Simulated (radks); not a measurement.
Problem. Species: Dy4+. Configuration: [Kr] 4d10 4f9 5s1 5p6 (not the ground configuration). All-electron calculation, scalar-relativistic Kohn-Sham, LDA (Slater exchange, Perdew-Wang correlation), spin-polarised, spherical densities, finite nucleus; open shells are filled with parallel spins first (spin-orbit coupling, left out, can overturn this in heavy ions); Fermi nuclear charge, rms radius 5.2218 fm. Program: a radial shooting solver on a logarithmic mesh with Libxc functionals. Some entries of the table are withheld. Estimate them.

| orbital | occ. | eigenvalue (hartree) | <r^2> (bohr^2) | <r> (bohr) |
|---|---|---|---|---|
| 1s up | 1 | -1971.640 | 0.0006103 | 0.02113 |
| 1s down | 1 | -1971.635 | 0.0006103 | 0.02113 |
| 2s up | 1 | -329.9074 | 0.009533 | 0.08984 |
| 2s down | 1 | -329.9011 | 0.009533 | 0.08984 |
| 2p up | 3 | -293.0988 | 0.007712 | 0.07948 |
| 2p down | 3 | -293.0935 | 0.007711 | 0.07948 |
| 3s up | 1 | -74.88265 | 0.06303 | 0.2349 |
| 3s down | 1 | -74.79977 | 0.06296 | 0.2347 |
| 3p up | 3 | -63.57840 | 0.06327 | 0.2337 |
| 3p down | 3 | -63.49606 | 0.06318 | 0.2335 |
| 3d up | 5 | -48.98864 | 0.05293 | 0.2123 |
| 3d down | 5 | -48.92381 | 0.05282 | 0.2121 |
| 4s up | 1 | -16.32959 | 0.3170 | 0.5299 |
| 4s down | 1 | -16.15694 | 0.3170 | 0.5299 |
| 4p up | 3 | -12.60094 | 0.3584 | 0.5612 |
| 4p down | 3 | -12.42989 | 0.3585 | 0.5613 |
| 4d up | 5 | -7.51687 | (1) | 0.6078 |
| 4d down | 5 | -7.34746 | (2) | 0.6083 |
| 5s up | 1 | -3.51470 | 1.747 | 1.249 |
| 5s down | 0 | -3.40202 | 1.788 | 1.263 |
| 5p up | 3 | -2.56837 | 2.292 | (3) |
| 5p down | 3 | -2.47784 | 2.369 | (4) |
| 4f up | 7 | -1.96729 | 0.7700 | 0.7792 |
| 4f down | 2 | -1.80731 | 0.8116 | 0.7957 |

Solution. 
(1) 4d up <r^2> (bohr^2): 0.4286
(2) 4d down <r^2> (bohr^2): 0.4294
(3) 5p up <r> (bohr): 1.427
(4) 5p down <r> (bohr): 1.450
